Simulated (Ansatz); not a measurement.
Basis-set series for CH₃NOZn (`O/C=[N]/[ZnH]`). The species carries charge 0 and has multiplicity 1. The structure was optimised at the PBE0-D4/def2-TZVP level. It is one conformer, not always the lowest.

```
functional       basis  functions  energy (Eh)  HOMO (eV)  LUMO (eV)
   PBE0-D4  def2-TZVPP        199  -1948.90446      -6.88      -0.58
   PBE0-D4  def2-QZVPP        361  -1948.95759      -6.91      -0.64
   ωB97M-V  def2-TZVPP        199  -1949.18729      -9.18       0.89
   ωB97M-V  def2-QZVPP        361  -1949.23873      -9.21       0.60
```

Question: Give the rows for def2-SVP. (An estimate is asked.)

Answer: Computed: 
```json
{"functional": "PBE0-D4", "basis": "def2-SVP", "functions": "88", "energy (Eh)": "-1948.44485", "HOMO (eV)": "-6.56", "LUMO (eV)": "0.43"}
{"functional": "ωB97M-V", "basis": "def2-SVP", "functions": "88", "energy (Eh)": "-1948.72193", "HOMO (eV)": "-8.83", "LUMO (eV)": "1.86"}
```

Positive LUMOs are unbound and depend on the basis. Scalar relativity is left out up to krypton.
